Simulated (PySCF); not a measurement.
**Basis-set dependence of population analyses: H3SiCF3**

Species: H3SiCF3.
Atom-mapped SMILES: `[F:1][C:2]([F:3])([F:4])[SiH3:5]` (hydrogens: H6, H7, H8 on Si5)

PBE0 throughout (PySCF), one geometry, spherical d and f functions. Geometry: PBE0-D3(BJ)/def2-SVP; no solvent, vibrations or thermal averaging. Atoms taken as equivalent share a column and are averaged.

Mulliken charges (e):

| basis | functions | F1/F3/F4 | C2 | Si5 | H6/H7/H8 |
| --- | --- | --- | --- | --- | --- |
| pcSseg-0 | 55 | -0.327 | +0.488 | +0.548 | -0.018 |
| cc-pVDZ | 89 | -0.174 | +0.370 | +0.228 | -0.025 |
| pcSseg-1 | 107 | -0.268 | +0.526 | +0.470 | -0.064 |
| aug-cc-pVDZ | 146 | -0.448 | +1.138 | -0.378 | +0.194 |
| cc-pVTZ | 196 | -0.162 | +0.344 | +0.157 | -0.005 |
| IGLO-III | 214 | -0.192 | +0.306 | +0.697 | -0.142 |

IAO charges (e):

| basis | functions | F1/F3/F4 | C2 | Si5 | H6/H7/H8 |
| --- | --- | --- | --- | --- | --- |
| pcSseg-0 | 55 | -0.255 | +0.503 | +0.407 | -0.048 |
| cc-pVDZ | 89 | -0.276 | +0.565 | +0.542 | -0.093 |
| pcSseg-1 | 107 | -0.281 | +0.560 | +0.571 | -0.096 |
| aug-cc-pVDZ | 146 | -0.284 | +0.574 | +0.548 | -0.090 |
| cc-pVTZ | 196 | -0.285 | +0.576 | +0.570 | -0.098 |
| IGLO-III | 214 | -0.286 | +0.570 | +0.587 | -0.100 |

Hirshfeld charges (e):

```csv
basis,functions,F1/F3/F4,C2,Si5,H6/H7/H8
pcSseg-0,55,-0.104,+0.172,+0.306,-0.055
cc-pVDZ,89,-0.091,+0.157,+0.299,-0.061
pcSseg-1,107,-0.100,+0.171,+0.310,-0.060
aug-cc-pVDZ,146,-0.100,+0.162,+0.311,-0.058
cc-pVTZ,196,-0.096,+0.162,+0.303,-0.059
IGLO-III,214,-0.102,+0.164,+0.309,-0.056
```

Question: Which scheme is steadiest as the basis changes?

Answer: Largest range over the bases for any column: Hirshfeld 0.01 e, IAO 0.18 e, Mulliken 1.07 e. Hirshfeld charges move least and Mulliken charges most, counted in e.

Question: How much do the charges still move between the two largest bases, cc-pVTZ and IGLO-III?

Answer: At most, over all atoms: Mulliken 0.540 e, IAO 0.017 e, Hirshfeld 0.006 e.

Question: What do the same runs give for the total energy, the frontier levels and the dipole moment?

Answer: 
```tsv
basis	energy (Eh)	HOMO (eV)	LUMO (eV)	μ (D)
pcSseg-0	-627.3252	-9.77	0.36	2.37
cc-pVDZ	-628.4834	-9.32	0.54	1.85
pcSseg-1	-628.4364	-9.63	0.21	2.07
aug-cc-pVDZ	-628.5144	-9.63	-0.13	2.07
cc-pVTZ	-628.6127	-9.52	0.23	1.93
IGLO-III	-628.6353	-9.64	0.32	2.06
```

The dipole is fixed by the density alone, so its range of 0.52 D shows that the density itself changes with the basis, not only its division among atoms.
